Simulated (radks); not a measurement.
Results of a calculation; reference values are marked as such.
Task: All-electron atom: Tc+ in [Ar] 3d10 4s2 4p5.5 4d5.5 5s1 (fractional occupations, a model configuration). Code: a radial shooting solver on a logarithmic mesh with Libxc functionals. Model: Dirac Kohn-Sham, exchange-only PBE, spin-unpolarised, spherical densities, point nucleus; open shells fill j = l - 1/2 first. Some entries of the table are withheld. Estimate them.

orbital  occ.  eigenvalue (eV)  <1/r> (bohr^-1)
1s1/2       2              (1)            44.71
2s1/2       2        -2983.141            10.20
2p1/2       2              (2)              (3)
2p3/2       4              (4)              (5)
3s1/2       2        -525.7525            3.507
3p1/2       2              (6)            3.407
3p3/2       4              (7)            3.284
3d3/2       4        -259.5429            3.102
3d5/2       6        -255.7403            3.070
4s1/2       2         -80.5526            1.300
4p1/2       2         -54.4967            1.180
4p3/2     3.5         -51.5200            1.144
4d3/2       4         -13.6643           0.8136
4d5/2     1.5         -13.3642           0.8040
5s1/2       1         -10.8352              (8)

Result: 
(1) 1s1/2 eigenvalue (eV): -20867.82
(2) 2p1/2 eigenvalue (eV): -2751.554
(3) 2p1/2 <1/r> (bohr^-1): 10.18
(4) 2p3/2 eigenvalue (eV): -2633.262
(5) 2p3/2 <1/r> (bohr^-1): 9.668
(6) 3p1/2 eigenvalue (eV): -436.7660
(7) 3p3/2 eigenvalue (eV): -416.9871
(8) 5s1/2 <1/r> (bohr^-1): 0.4167
